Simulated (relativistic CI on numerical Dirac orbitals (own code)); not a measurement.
Ligand-field terms of d8

Computed with a parametric ligand-field model of a d^n configuration (Racah B and C, spin-orbit zeta, crystal field), exact diagonalisation.

Field parameters in Wybourne normalisation: Oh B⁴₀ = 21Dq, B⁴₄ = √(5/14) B⁴₀; Td as Oh with Dq negative (B⁴₀ = 21Dq, B⁴₄ = √(5/14) B⁴₀). The field is a parameter set, without covalency.

Q: Ground term and bands for B = 890, C = 3600, ζ = 0 cm⁻¹, Oh, 10Dq = 33400 cm⁻¹?

A: Ground term 3A2 with 2.00 electrons in the two orbitals of the cubic e set. Spin-allowed: 3T2 33400 cm⁻¹ (299 nm), 3T1 43003 cm⁻¹ (233 nm), 3T1 70547 cm⁻¹ (142 nm). Lowest spin-forbidden: 1E 14180 cm⁻¹ (705 nm), 1A1 26309 cm⁻¹ (380 nm), 1T2 47445 cm⁻¹ (211 nm). With an A2 ground term the first spin-allowed band lies at |10Dq| itself.

Q: Ground term and bands for B = 310, C = 1280, ζ = 0 cm⁻¹, Oh, 10Dq = 24900 cm⁻¹?

A: Ground term 3A2 with 2.00 electrons in the two orbitals of the cubic e set. Spin-allowed: 3T2 24900 cm⁻¹ (402 nm), 3T1 28465 cm⁻¹ (351 nm), 3T1 50885 cm⁻¹ (197 nm). Lowest spin-forbidden: 1E 5017 cm⁻¹ (1993 nm), 1A1 9664 cm⁻¹ (1035 nm), 1T2 29894 cm⁻¹ (335 nm). With an A2 ground term the first spin-allowed band lies at |10Dq| itself.

Q: Ground term and bands for B = 830, C = 3620, ζ = 0 cm⁻¹, Oh, 10Dq = 39050 cm⁻¹?

A: Ground term 3A2 with 2.00 electrons in the two orbitals of the cubic e set. Spin-allowed: 3T2 39050 cm⁻¹ (256 nm), 3T1 48243 cm⁻¹ (207 nm), 3T1 81357 cm⁻¹ (123 nm). Lowest spin-forbidden: 1E 13775 cm⁻¹ (726 nm), 1A1 25800 cm⁻¹ (388 nm), 1T2 52724 cm⁻¹ (190 nm). With an A2 ground term the first spin-allowed band lies at |10Dq| itself.

Q: A d8 ion in Td symmetry has the ground term 3T1 and bands at 3T2 2108 cm⁻¹, 3A2 4658 cm⁻¹ (2147 nm), 1T2 14311 cm⁻¹ (699 nm), 1E 15058 cm⁻¹ (664 nm), 3T1 15316 cm⁻¹ (653 nm), 1T2 20825 cm⁻¹ (480 nm). Which parameters reproduce them?

A: B = 910, C = 4500, ζ = 0 cm⁻¹, Td, 10Dq = -2550 cm⁻¹.

Q: Ground term and bands for B = 810, C = 4080, ζ = 0 cm⁻¹, Oh, 10Dq = 39500 cm⁻¹?

A: Ground term 3A2 with 2.00 electrons in the two orbitals of the cubic e set. Spin-allowed: 3T2 39500 cm⁻¹ (253 nm), 3T1 48503 cm⁻¹ (206 nm), 3T1 82147 cm⁻¹ (122 nm). Lowest spin-forbidden: 1E 14541 cm⁻¹ (688 nm), 1A1 27038 cm⁻¹ (370 nm), 1T2 53946 cm⁻¹ (185 nm). With an A2 ground term the first spin-allowed band lies at |10Dq| itself.
